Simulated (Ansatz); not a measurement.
C3H4BF can be A, `C=C1BC1F`, or B, `C#CB(C)F`.

Isolated molecules relaxed with PBE0-D4/def2-TZVP in Ansatz; ΔE leaves out vibrations. CCSD(T)/CBS adds triple-zeta CCSD(T) − MP2 to the extrapolated MP2 energy (def2 sets, frozen cores). DFT in def2-TZVPP. B3LYP here is the variant with VWN-RPA as its local correlation; programs differ in this.

Q: Which isomer does CCSD(T)/CBS put lower? Give the gap. (Estimate.)

A: Ansatz gave: B, by 83.4 kcal/mol.

Q: Give E(B) − E(A) in kcal/mol with CCSD(T)/def2-TZVPP, ωB97M-V, r2SCAN-D4, B3LYP-D4, B2PLYP, B3LYP, LDA (SPW92). (Best estimate.)

A: Ansatz gave: CCSD(T)/def2-TZVPP -83.7, ωB97M-V -80.6, r2SCAN-D4 -77.2, B3LYP-D4 -79.5, B2PLYP -83.3, B3LYP -79.9, LDA (SPW92) -69.4. None reverses the order clearly.

Q: Does the order hold for the free energy at 298.15 K (harmonic terms from PBE0-D4)? (An estimate is asked.)

A: Computed: Yes: G(B) − G(A) = -84.2 kcal/mol. Modes under 60 cm⁻¹, often nearly free rotors, make the harmonic entropy too high.

Largest T1 diagnostic: 0.014.

Leaving LDA and LC-ωPBE aside and taking each functional with its dispersion term where it has one, the values, not all of them listed here, spread over 11.0 kcal/mol, from B2PLYP to revPBE-D4. LDA lies +3.1 kcal/mol from PBE without D4. From BLYP to BHLYP (50 % exact exchange), in def2-TZVPP and without D4, E(B) − E(A) moves by −4.0 kcal/mol.
